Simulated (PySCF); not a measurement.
PBE on C⁻ (carbon, charge -1), [He] 2s2 2p3, high-spin 4S determinant. All numbers are calculated (PySCF 2.14, no relativity, point nucleus, in aug-cc-pwCVTZ (7s6p4d2f, 59 functions)).

```
cycle= 1 E= -37.8511654961999  delta_E= -0.00487  |g|= 0.0563  |ddm|= 0.404
cycle= 2 E= -37.8391289826072  delta_E= 0.012  |g|= 0.134  |ddm|= 0.465
cycle= 3 E= -37.8545013062106  delta_E= -0.0154  |g|= 0.0135  |ddm|= 0.288
cycle= 4 E= -37.8546911752482  delta_E= -0.00019  |g|= 0.000153  |ddm|= 0.0343
cycle= 5 E= -37.8546911902671  delta_E= -1.5e-08  |g|= 2.18e-05  |ddm|= 0.000488
cycle= 6 E= -37.8546911906889  delta_E= -4.22e-10  |g|= 3.03e-06  |ddm|= 7.97e-05
converged SCF energy = -37.8546911906889  <S^2> = 3.7527794  2S+1 = 4.0013895
```

Highest occupied orbital energy: 1.933 eV; ⟨L²⟩ = 0.00; populations by l: s 4.00, p 3.00, d 0.00, f 0.00.

Task: Can this result be used?

Result: With care. The run converged. At PBE the highest occupied level has a positive energy, so only the finite basis holds that electron; in a semilocal or global hybrid functional this comes from self-interaction and does not mean that the real anion is unbound.
